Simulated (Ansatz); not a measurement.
## Molecular dynamics of CH6F2Si2

Input:

```yaml
crystal:
  periodic: [false, false, false]
  atoms:
    - { symbol: Si, position_ang: [-0.0122, -0.9688, -0.8697] }
    - { symbol: Si, position_ang: [0.8894, 1.3439, -0.1358] }
    - { symbol: C, position_ang: [-0.8681, -0.7765, 0.8098] }
    - { symbol: H, position_ang: [-0.3726, 0.5041, 0.9829] }
    - { symbol: F, position_ang: [-1.1114, -1.0876, -2.0405] }
    - { symbol: F, position_ang: [0.6875, -2.4023, -1.0889] }
    - { symbol: H, position_ang: [-0.2259, 2.262, -0.3774] }
    - { symbol: H, position_ang: [1.4343, 1.4574, 1.2262] }
    - { symbol: H, position_ang: [2.0035, 1.793, -0.9875] }
    - { symbol: H, position_ang: [-1.9483, -0.752, 0.8569] }
    - { symbol: H, position_ang: [-0.4761, -1.3732, 1.6241] }
magnetization:
  spin_polarized: true
basis:
  gaussian: { orbitals: STO-3G }
hamiltonian:
  xc: pbe
md:
  timestep: 0.5
  n_steps: 150
  ensemble: nve
  temperature: 100.0
  initial_velocities: maxwell_boltzmann
  seed: 460166
```

Launched with:

```bash
$ ansatz run input.yaml --threads 1 --pin off --max-ram 2048MiB --backend cpu --events-out ev --progress --plain --runs-dir out
```

It starts from a rough guess of a transition structure, not a stationary point.

Output, in part (one step line in 6, the closing report, with atoms numbered from 0):

```
md step     0: t =     0.00 fs  T =   100.0 K  F+E_penalty+E_count = -22032.29176243 eV  E_kin = 0.116334 eV  conserved = -22032.17542843 eV  (26 SCF iters)
md step     6: t =     3.00 fs  T =  1030.9 K  F+E_penalty+E_count = -22033.39350524 eV  E_kin = 1.199267 eV  conserved = -22032.19423782 eV  (26 SCF iters)
md step    12: t =     6.00 fs  T =   940.0 K  F+E_penalty+E_count = -22033.28693208 eV  E_kin = 1.093595 eV  conserved = -22032.19333740 eV  (26 SCF iters)
md step    18: t =     9.00 fs  T =   815.7 K  F+E_penalty+E_count = -22033.12635536 eV  E_kin = 0.948909 eV  conserved = -22032.17744635 eV  (27 SCF iters)
md step    24: t =    12.00 fs  T =  1039.9 K  F+E_penalty+E_count = -22033.38866478 eV  E_kin = 1.209707 eV  conserved = -22032.17895788 eV  (27 SCF iters)
md step    30: t =    15.00 fs  T =  1181.2 K  F+E_penalty+E_count = -22033.56158556 eV  E_kin = 1.374150 eV  conserved = -22032.18743589 eV  (27 SCF iters)
md step    36: t =    18.00 fs  T =  1689.9 K  F+E_penalty+E_count = -22034.15888492 eV  E_kin = 1.965983 eV  conserved = -22032.19290197 eV  (27 SCF iters)
md step    42: t =    21.00 fs  T =   999.6 K  F+E_penalty+E_count = -22033.34105255 eV  E_kin = 1.162926 eV  conserved = -22032.17812659 eV  (29 SCF iters)
md step    48: t =    24.00 fs  T =  1712.0 K  F+E_penalty+E_count = -22034.18102482 eV  E_kin = 1.991691 eV  conserved = -22032.18933347 eV  (27 SCF iters)
md step    54: t =    27.00 fs  T =  1419.7 K  F+E_penalty+E_count = -22033.83561988 eV  E_kin = 1.651599 eV  conserved = -22032.18402097 eV  (28 SCF iters)
md step    60: t =    30.00 fs  T =  1540.8 K  F+E_penalty+E_count = -22033.97279115 eV  E_kin = 1.792450 eV  conserved = -22032.18034077 eV  (28 SCF iters)
md step    66: t =    33.00 fs  T =  1483.6 K  F+E_penalty+E_count = -22033.90402457 eV  E_kin = 1.725927 eV  conserved = -22032.17809708 eV  (27 SCF iters)
md step    72: t =    36.00 fs  T =  1780.1 K  F+E_penalty+E_count = -22034.25951808 eV  E_kin = 2.070873 eV  conserved = -22032.18864536 eV  (27 SCF iters)
md step    78: t =    39.00 fs  T =  1928.5 K  F+E_penalty+E_count = -22034.43102086 eV  E_kin = 2.243542 eV  conserved = -22032.18747848 eV  (27 SCF iters)
md step    84: t =    42.00 fs  T =  1678.0 K  F+E_penalty+E_count = -22034.13352268 eV  E_kin = 1.952133 eV  conserved = -22032.18138965 eV  (26 SCF iters)
md step    90: t =    45.00 fs  T =  2015.0 K  F+E_penalty+E_count = -22034.52991220 eV  E_kin = 2.344152 eV  conserved = -22032.18576002 eV  (26 SCF iters)
md step    96: t =    48.00 fs  T =  1890.3 K  F+E_penalty+E_count = -22034.38460213 eV  E_kin = 2.199039 eV  conserved = -22032.18556326 eV  (23 SCF iters)
md step   102: t =    51.00 fs  T =  1907.0 K  F+E_penalty+E_count = -22034.40579038 eV  E_kin = 2.218480 eV  conserved = -22032.18731018 eV  (24 SCF iters)
md step   108: t =    54.00 fs  T =  1453.7 K  F+E_penalty+E_count = -22033.86856832 eV  E_kin = 1.691164 eV  conserved = -22032.17740480 eV  (27 SCF iters)
md step   114: t =    57.00 fs  T =  1701.7 K  F+E_penalty+E_count = -22034.16397211 eV  E_kin = 1.979706 eV  conserved = -22032.18426611 eV  (27 SCF iters)
md step   120: t =    60.00 fs  T =  1371.5 K  F+E_penalty+E_count = -22033.77282142 eV  E_kin = 1.595548 eV  conserved = -22032.17727383 eV  (24 SCF iters)
md step   126: t =    63.00 fs  T =  1336.3 K  F+E_penalty+E_count = -22033.73648420 eV  E_kin = 1.554549 eV  conserved = -22032.18193479 eV  (27 SCF iters)
md step   132: t =    66.00 fs  T =  1190.2 K  F+E_penalty+E_count = -22033.56742853 eV  E_kin = 1.384657 eV  conserved = -22032.18277145 eV  (29 SCF iters)
md step   138: t =    69.00 fs  T =  1332.5 K  F+E_penalty+E_count = -22033.74237673 eV  E_kin = 1.550176 eV  conserved = -22032.19220093 eV  (26 SCF iters)
md step   144: t =    72.00 fs  T =  1433.0 K  F+E_penalty+E_count = -22033.86004406 eV  E_kin = 1.667027 eV  conserved = -22032.19301707 eV  (29 SCF iters)
md step   150: t =    75.00 fs  T =   891.9 K  F+E_penalty+E_count = -22033.21558782 eV  E_kin = 1.037581 eV  conserved = -22032.17800697 eV  (27 SCF iters)
Total energy: -22033.21561108 eV, -809.7057390572 hartree
Atom 0 at    -0.225048    -0.812607    -0.581801 Å, force    -0.621503    -0.481519     2.588979 eV/Å
Atom 1 at     1.148201     1.047720    -0.692647 Å, force    -0.272348    -0.097738     0.063592 eV/Å
Atom 2 at    -1.531684    -1.727624     0.857629 Å, force     0.158756    -1.350254    -0.462095 eV/Å
Atom 3 at    -1.853199    -0.925676     1.622176 Å, force     0.332436    -1.138411    -0.955053 eV/Å
Atom 4 at    -1.126173    -0.601266    -1.929867 Å, force    -0.381623    -0.496689    -0.725690 eV/Å
Atom 5 at     1.116631    -1.795066    -0.699647 Å, force    -0.572762    -0.729996    -0.351165 eV/Å
Atom 6 at     0.659005     2.404746    -0.637057 Å, force    -0.299223     0.270645     0.147161 eV/Å
Atom 7 at     2.361930     0.999755     0.114750 Å, force    -0.098368    -0.143953     0.008789 eV/Å
Atom 8 at     1.518515     0.837186    -2.084606 Å, force     0.299822     0.175572    -0.027709 eV/Å
Atom 9 at    -2.606480    -2.214380     0.329900 Å, force     3.937417     1.480806     1.805286 eV/Å
Atom 10 at    -0.847835    -2.587869     1.481904 Å, force    -2.482605     2.511538    -2.092096 eV/Å
Dipole moment:    -0.100330     0.020971     0.127628 e Å
```

The run went to its last step. The conserved energy stayed within 2.4 meV per atom of its start (net change -0.23 meV per atom), so there is no drift, though single steps change it by up to 21 meV in the whole system, a sign of fast motions only just resolved. The system heated up, since it started high on the potential surface and ran downhill. A run of 0.075 ps of so small a system gives no equilibrium averages. The orbitals stay closed-shell, which can raise the energy where a bond breaks towards radicals; this wasn't checked here. Limits of this set-up: minimal basis.

The step under study would form Si2–H4 and break Si1–Si2, C3–H4. These pairs go: Si2–H4 1.88 → 4.27 Å, Si1–Si2 2.59 → 2.31 Å, C3–H4 1.38 → 1.15 Å. In the last frame they stand as before the step (other bonds may differ from the relaxed reactants and products). It ends as one piece, CH6F2Si2. Pairs count as bonded within 1.25 times the sum of covalent radii (0.12 Å more for H–H).

Last frame:

```xyz
11
Properties=species:S:1:pos:R:3
Si -0.225 -0.813 -0.582
Si 1.148 1.048 -0.693
C -1.532 -1.728 0.858
H -1.853 -0.926 1.622
F -1.126 -0.601 -1.930
F 1.117 -1.795 -0.700
H 0.659 2.405 -0.637
H 2.362 1.000 0.115
H 1.518 0.837 -2.085
H -2.607 -2.214 0.330
H -0.848 -2.588 1.482
```

Run time: 7.2 min on 1 thread of Arm Neoverse V2, with other jobs on the host, peak memory 0.11 GiB.
